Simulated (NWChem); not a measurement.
Species: C₅H₃Cl; SMILES C#CC(Cl)=C=C

```xyz
9

C      1.6538     2.1021     0.0000
C      0.9101     1.1278     0.0000
C      0.0384     0.0068     0.0000
Cl    -1.6976     0.3711     0.0000
C      0.4401    -1.2593     0.0000
C      0.8485    -2.5073     0.0000
H      2.3110     2.9604     0.0000
H      1.0279    -3.0562     0.9425
H      1.0279    -3.0562    -0.9425
```
Atoms are numbered in this order, from 1.

Level: PBE-D3(BJ)/def2-SVP (NWChem), optimised geometry, unscaled harmonic frequencies. 

List the harmonic frequencies with IR intensities, and the thermochemistry.


```csv
frequency (cm⁻¹),IR intensity (km/mol)
122,1.4
183,4.5
184,0.1
316,0.0
448,5.5
508,4.4
541,0.0
587,1.2
588,29.5
607,38.0
670,31.9
848,36.7
941,0.1
990,110.6
1236,16.7
1397,13.5
2002,6.5
2149,3.3
3040,1.9
3123,0.1
3408,90.6
```

```json
{
 "zero_point_energy": "34.1 kcal/mol",
 "thermal correction to the enthalpy at 298.15 K (with zero-point energy)": "38.8 kcal/mol",
 "heat capacity Cv": "22.7 cal/(mol K)",
 "entropy at 298.15 K and 1 atm (symmetry number 1)": "80.5 cal/(mol K)",
 "dipole_moment": "1.66 D"
}
```

Rigid rotor and harmonic oscillator.
